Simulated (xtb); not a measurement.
H2HfI2, charge +1, doublet, at a GFN2-xTB geometry of the parent state (such geometries of metal compounds can be far from the true shape) (a state made from the parent by changing its charge; the spin is typed, not shown lowest).

Here is a job for xtb.
```
$ xtb mol.xyz --gfn 1 --chrg 1 --uhf 1 --json

# file mol.xyz
5

Hf    -0.76624572    -0.43211545     0.54355670
I     -0.83512750     0.69617279    -2.02826489
I      1.92918833    -0.07918979     1.25216386
H     -1.75409959     0.60253026     1.62053960
H     -1.06143269    -2.19031726     0.37673281
```

**Question.** What does this run give for the total energy, partial charges in atom order?

**Answer.** 
```yaml
total_energy: -9.7561 Eh
partial_charges_in_atom_order: Hf1 1.15, I2 0.07, I3 0.07, H4 -0.15, H5 -0.15
```
